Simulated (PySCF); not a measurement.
**TDDFT excited states: C7H7NO**

Species: C7H7NO.
Atom-mapped SMILES: `[CH:1]#[C:2]/[C:3]([CH:4]=[CH2:5])=[CH:6]/[NH:7][CH:8]=[O:9]` (hydrogens: H10 on C1; H11 on C4; H12, H13 on C5; H14 on C6; H15 on N7; H16 on C8)

Computed with TDDFT B3LYP/def2-SVPD, vertical, gas phase, core orbitals frozen in the response (PySCF). One conformer (not necessarily the lowest) at the GFN2-xTB geometry, without solvent, vibrations or thermal averaging. Torsions of this conformer, `[CH:1]#[C:2]/[C:3]([CH:4]=[CH2:5])=[CH:6]/[NH:7][CH:8]=[O:9]`: C2–C3–C4–C5 0°, C3–C6–N7–C8 180°, C6–N7–C8–O9 0°.

Q: List the vertical singlet excitations with oscillator strengths and describe the spectrum.

A: 

| state | E (eV) | E (hartree) | f | symmetry | main configurations (H = HOMO, L = LUMO) |
| --- | --- | --- | --- | --- | --- |
| S1 | 4.37 | 0.1606 | 0.600 | A′ | H→L (95%) |
| S2 | 4.87 | 0.1790 | 0.0005 | – | H-1→L (85%) |
| S3 | 5.15 | 0.1892 | 0.0000 | – | H-3→L (83%) |
| S4 | 5.20 | 0.1911 | 0.0014 | – | H→L+2 (91%) |
| S5 | 5.24 | 0.1925 | 0.068 | A′ | H→L+1 (64%), H-2→L (33%) |
| S6 | 5.66 | 0.2079 | 0.146 | A′ | H-2→L (59%), H→L+1 (29%) |
| S7 | 5.79 | 0.2127 | 0.0006 | – | H→L+4 (83%) |
| S8 | 6.13 | 0.2253 | 0.0062 | A″ | H→L+5 (89%) |

Triplets, Tamm–Dancoff:

```json
{"state": "T1", "E (eV)": "2.65", "λ (nm)": "467.5", "main configurations (H = HOMO, L = LUMO)": "H→L (95%)"}
{"state": "T2", "E (eV)": "4.16", "λ (nm)": "298.3", "main configurations (H = HOMO, L = LUMO)": "H→L+1 (46%), H-2→L (38%)"}
{"state": "T3", "E (eV)": "4.53", "λ (nm)": "273.4", "main configurations (H = HOMO, L = LUMO)": "H-1→L (71%), H-3→L (11%), H-1→L+1 (10%)"}
```

The lowest singlet lies at 4.37 eV (284 nm, ultraviolet) and is strong; its leading configuration is HOMO→LUMO (95%). The lowest level is also the most intense of those listed (f = 0.600). Löwdin shares by element: HOMO carbon 46% or more, nitrogen 13% (atoms not listed hold the other 42%); LUMO carbon 59% or more (atoms not listed hold the other 41%). The oscillator strengths of these states sum to 0.822; summed over the whole spectrum of an exact calculation they would give the number of electrons, 64 (Thomas–Reiche–Kuhn). Of the 8 states listed, 3 reach f = 0.01 and 1 stays under 0.0005. Orbital energies (eV): HOMO-3 -8.02, HOMO-2 -7.95, HOMO-1 -7.86, HOMO -6.22, LUMO -1.82, LUMO+1 -0.24, LUMO+2 -0.15. Symmetry labels in Cs follow from the direction of the transition dipole and are given only for states with f of 0.002 or more. Singlets were solved by full linear response, triplets in the Tamm–Dancoff approximation.
